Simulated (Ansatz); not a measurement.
Molecule: sum formula VO₂F, net charge 0, singlet state. 
Coordinates optimised at B3LYP-D3(BJ)/def2-TZVP (Ansatz, a first-principles code):
SMILES: [O]=[V](=[O])[F]
```xyz
4

V      0.0264    -0.0518    -0.1577
O     -1.2654    -0.9543    -0.0014
O     -0.3579     1.4112    -0.6262
F      1.3754    -0.2739     0.9609
```

Parts of the frozen-core correlation energy in def2-TZVPPD (Ansatz, hartree). Frozen orbitals: 12; correlated occupied orbitals by spin: 12 and 12; virtual: 163 and 163. Spin-orbit coupling is left out. Non-relativistic. The restricted reference is unstable. The program attaches cautions to this run: large difference.

```csv
term,value
reference (HF),-1192.09764
MP2 opposite-spin,?
MP2 same-spin,-0.32571
CCSD correlation,?
(T),?
T1 diagnostic,0.041
largest doubles amplitude,0.063
```

What belongs in the gaps?


- MP2 opposite-spin, value: -0.77907
- CCSD correlation, value: -0.97919
- (T), value: -0.08567
